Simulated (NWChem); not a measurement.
System: AlH$_{3}$S; SMILES [AlH2][SH]

NWChem input:

```
start job
memory heap 200 mb stack 900 mb global 1100 mb
geometry units angstroms noautoz
  Al     0.138606    -1.155219     0.054463
  H      1.349849    -2.007715    -0.502614
  H     -1.299145    -1.734423     0.385028
  S      0.524938     0.972401     0.375561
  H     -0.720223     1.247508     0.823760
end
basis spherical
  Al library def2-tzvpp
  H library def2-tzvpp
  S library def2-tzvpp
end
dft
  xc xpbe96 cpbe96
  iterations 150
  mulliken
end
task dft energy
```

Output (shortened):

```
             Northwest Computational Chemistry Package (NWChem) 7.3.0
             --------------------------------------------------------

 CS  symmetry detected

                             Geometry "geometry" -> ""
                             -------------------------

 Output coordinates in angstroms (scale by  1.889725989 to convert to a.u.)

  No.       Tag          Charge          X              Y              Z
 ---- ---------------- ---------- -------------- -------------- --------------
    1 Al                  13.0000     0.01736261    -1.11970679     0.00000000
    2 H                    1.0000     1.42279290    -1.84700281     0.00000000
    3 H                    1.0000    -1.38427135    -1.85950451     0.00000000
    4 S                   16.0000     0.06352665     1.06592632     0.00000000
    5 H                    1.0000    -1.28066186     1.20787448     0.00000000

 Effective nuclear repulsion energy (a.u.)      73.6006027760

      Symmetry information
      --------------------

 Group name             Cs
 Group number              2
 Group order               2
 No. of unique centers     5

  pbe96 is a nonlocal functional; adding pw91lda local functional.

                                 NWChem DFT Module
                                 -----------------

 Summary of "ao basis" -> "ao basis" (spherical)
 ------------------------------------------------------------------------------
       Tag                 Description            Shells   Functions and Types
 ---------------- ------------------------------  ------  ---------------------
 Al                        def2-tzvpp               14       42   5s5p3d1f
 H                         def2-tzvpp                6       14   3s2p1d
 S                         def2-tzvpp               14       42   5s5p3d1f

      Symmetry analysis of basis
      --------------------------

        a'         86
        a"         40

            General Information
            -------------------
          SCF calculation type: DFT
          Wavefunction type:  closed shell.
          No. of atoms     :     5
          No. of electrons :    32
           Alpha electrons :    16
            Beta electrons :    16
          Charge           :     0
          Spin multiplicity:     1
          Use of symmetry is: on ; symmetry adaption is: on
          Maximum number of iterations: 150
          AO basis - number of functions:   126
                     number of shells:    46
          Convergence on energy requested:  1.00D-06
          Convergence on density requested:  1.00D-05
          Convergence on gradient requested:  5.00D-04

              XC Information
              --------------
          PerdewBurkeErnzerhof Exchange Functional  1.000
            Perdew 1991 LDA Correlation Functional  1.000 local
           PerdewBurkeErnz. Correlation Functional  1.000 non-local

             Grid Information
             ----------------
          Grid used for XC integration:  medium
          Radial quadrature: Mura-Knowles
          Angular quadrature: Lebedev.
          Tag              B.-S. Rad. Rad. Pts. Rad. Cut. Ang. Pts.
          ---              ---------- --------- --------- ---------
          Al                  1.25       88          10.0       590
          H                   0.35       45          11.0       434
          S                   1.00       88          10.0       590
          Grid pruning is: on
          Number of quadrature shells:   311
          Spatial weights used:  Erf1

      Superposition of Atomic Density Guess
      -------------------------------------

 Sum of atomic energies:        -640.85375282

      Non-variational initial energy
      ------------------------------

 Total energy =    -641.168102
 1-e energy   =   -1033.851063
 2-e energy   =     319.082359
 HOMO         =      -0.347299
 LUMO         =      -0.003822

      Symmetry analysis of molecular orbitals - initial
      -------------------------------------------------

  Numbering of irreducible representations:

     1 a'          2 a"

  Orbital symmetries:

     1 a'          2 a'          3 a'          4 a'          5 a'
     6 a"          7 a'          8 a'          9 a'         10 a"
    11 a'         12 a'         13 a'         14 a'         15 a'
    16 a"         17 a"         18 a'         19 a'         20 a'
    21 a'         22 a'         23 a"         24 a'         25 a'
    26 a"

     ---------------------------------------------
      Total Density - Mulliken Population Analysis
     ---------------------------------------------

    Atom       Charge   Shell Charges
 -----------   ------   -------------------------------------------------------
    1 Al  13    12.26   2.00  0.65  1.33  0.82  0.32  2.91  2.28  0.82  0.70  0.26  0.00  0.08  0.06  0.03
    2 H    1     1.21   0.22  0.58  0.39  0.00  0.01  0.00
    3 H    1     1.20   0.22  0.58  0.39  0.00  0.01  0.00
    4 S   16    16.55   2.01  0.49  1.48  1.08  0.76  4.19  1.69  0.93  2.53  1.37  0.00  0.01  0.03  0.00
    5 H    1     0.78   0.19  0.41  0.14  0.01  0.04  0.00

   convergence    iter        energy       DeltaE   RMS-Dens  Diis-err
 ---------------- ----- ----------------- --------- --------- ---------
 d= 0,ls=0.0,diis     1   -642.1174695079 -7.16D+02  4.78D-03  9.12D-01
 d= 0,ls=0.0,diis     2   -642.1153218801  2.15D-03  5.01D-03  2.24D-01
 d= 0,ls=0.0,diis     3   -642.1132743108  2.05D-03  2.45D-03  2.60D-01
 d= 0,ls=0.0,diis     4   -642.1530316390 -3.98D-02  2.98D-04  1.18D-03
 d= 0,ls=0.0,diis     5   -642.1532166023 -1.85D-04  7.78D-05  2.04D-04
  Resetting Diis
 d= 0,ls=0.0,diis     6   -642.1532398705 -2.33D-05  3.16D-05  1.79D-05
 d= 0,ls=0.0,diis     7   -642.1532431288 -3.26D-06  1.38D-05  1.47D-06
 d= 0,ls=0.0,diis     8   -642.1532429344  1.94D-07  8.19D-06  2.65D-06

[...]
```

Level: PBE/def2-TZVPP. Coordinates come from a PBE0/def2-SVP optimisation.
